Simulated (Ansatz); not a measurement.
Reaction (ligand exchange at the Si–S bond): `C=CS[SiH2]N` + `[SiH3]S` → `N[SiH2]S[SiH3]` + `C=CS`

Isolated molecules relaxed with PBE0-D4/def2-TZVP in Ansatz; ΔE leaves out vibrations. CCSD(T)/CBS adds triple-zeta CCSD(T) − MP2 to the extrapolated MP2 energy (def2 sets, frozen cores). This one scheme is used for every species. DFT in def2-TZVPP. B3LYP here is the variant with VWN-RPA as its local correlation; programs differ in this. One conformer a species, not always the lowest.

`C=CS[SiH2]N`:

Cartesian coordinates in Å:
```
C 0.186 2.145 -1.443
C 0.287 0.851 -1.167
S -1.099 -0.218 -1.002
Si -0.314 -1.586 0.453
N -0.115 -1.039 2.061
H 1.077 2.743 -1.599
H -0.774 2.639 -1.533
H 1.262 0.378 -1.086
H 1.035 -1.991 -0.017
H -1.302 -2.690 0.436
H 0.678 -0.462 2.292
H -0.921 -0.771 2.604
```

`[SiH3]S`:

Z-matrix (Å, degrees):
```
Si
S 1 2.137
H 1 1.485 2 111.6
H 1 1.485 2 111.6 3 -122.0
H 1 1.482 2 104.8 3 119.0
H 2 1.344 1 94.7 3 60.9
```

`N[SiH2]S[SiH3]`:

Cartesian coordinates in Å:
```
N -1.762 1.726 -0.356
Si -0.838 0.300 -0.521
S 1.282 0.612 -0.299
Si 1.730 -1.252 0.634
H -1.740 2.258 0.499
H -1.900 2.324 -1.155
H -1.115 -0.231 -1.877
H -1.223 -0.683 0.524
H 1.151 -1.321 2.000
H 3.209 -1.340 0.711
H 1.207 -2.394 -0.160
```

`C=CS`:

```xyz
7

C    -0.506   -0.982    0.288
C    -0.028    0.136   -0.244
S     1.062    1.219    0.596
H    -0.248   -1.303    1.291
H    -1.179   -1.610   -0.281
H    -0.301    0.436   -1.249
H     1.200    2.105   -0.400
```

```csv
level,ΔE (kcal/mol)
ωB97M-V,-1.2
B2PLYP,-0.8
r2SCAN,-1.4
B3LYP,-0.7
MP2/def2-TZVPP,-0.9
MP2/def2-QZVPP,-1.1
MP2/CBS(def2),-1.2
CCSD/CBS(def2),-1.2
```

(1) What does CCSD(T)/CBS give? (Estimate.)

Largest T1 diagnostic among the species: 0.012.

## Answers

(1) Ansatz gave: -1.1 kcal/mol. The listed levels differ from it by -0.1, 0.3, -0.3, 0.4, 0.2, 0.0, -0.1, -0.1 kcal/mol.
